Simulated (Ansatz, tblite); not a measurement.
Cost and result up the ladder for Cu6P⁻ (the lowest singlet isomer of a short search) (7 atoms). The state is a singlet with charge -1. Geometry: PBE0-D4/def2-SVPD.

| atom | x (Å) | y (Å) | z (Å) |
| --- | --- | --- | --- |
| P1 | -0.8669 | -1.7575 | 1.2288 |
| Cu2 | -0.6152 | 0.1763 | -2.4298 |
| Cu3 | -1.6595 | -0.1743 | -0.1666 |
| Cu4 | 0.4363 | 0.0217 | 1.5218 |
| Cu5 | 1.9701 | 1.8550 | 1.0603 |
| Cu6 | 0.3793 | 1.2209 | -0.5645 |
| Cu7 | 0.3560 | -1.3421 | -0.6499 |

Ansatz on 4 threads of Intel Xeon Platinum 8259CL on a shared host; xTB runs through tblite on one thread. Times are rough, summed over both states, and most runs start from the orbitals of an earlier one. No level here is sound enough to serve as a yardstick. The other state is a doublet.

The xTB rows come from tblite. LC-ωPBE has ω = 0.4 bohr⁻¹. The structure comes from a short search, and lower isomers may exist.

Raw xTB energies of ions are shifted by several eV.

| level | functions | wall time | vertical IE (eV) | remarks |
| --- | --- | --- | --- | --- |
| GFN1-xTB | 63 | 0.055 s | 8.50 | – |
| GFN2-xTB | 63 | 0.058 s | 6.00 | – |
| PBE-D4/def2-TZVPD | 331 | 48 s | 2.54 | restricted SCF unstable in HF (-1 singlet) |
| PBE0-D4/def2-TZVPD | 331 | 2.4 min | 2.38 | restricted SCF unstable in HF (-1 singlet) |
| LC-ωPBE/def2-TZVPD (with forces) | 331 | 2.6 min | 2.15 | restricted SCF unstable in HF (-1 singlet) |
